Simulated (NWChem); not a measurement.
Molecule: TaN2H3F2; SMILES [NH]=[Ta]([F])([NH2])[F]

```xyz
8

Ta    -0.0244    -0.0213     0.0000
N      0.5403    -1.6889     0.0000
H      0.7426    -2.6809     0.0000
F     -1.0298     0.3505     1.5659
F     -1.0298     0.3505    -1.5659
N      1.6475     1.0105     0.0000
H      2.5942     0.6442     0.0000
H      1.6682     2.0294     0.0000
```
Atoms are numbered in this order, from 1.

Computed with NWChem. Structure relaxed at the PBE0/def2-SVP level. Not confirmed as a minimum by frequencies. def2 effective core potentials on Ta; no spin-orbit coupling. Level PBE/def2-SVP: energy and gradient on several grids; changes count from the extra-fine grid, which is no exact limit either.

Which is the coarsest grid (xcoarse; xfine; medium; coarse; fine) from which on the energy stays within 100 μHa and each gradient component within 200 μHa/bohr of xfine?

medium.
```csv
grid,size of the energy change (μHa),largest change of a gradient component (μHa/bohr),"time, medium = 1 (rough)"
xcoarse,2000,10000,about 1
coarse,100,300,about 1
medium,< 10,40,about 1
fine,< 10,< 30,about 1
xfine,< 10,< 30,2
```
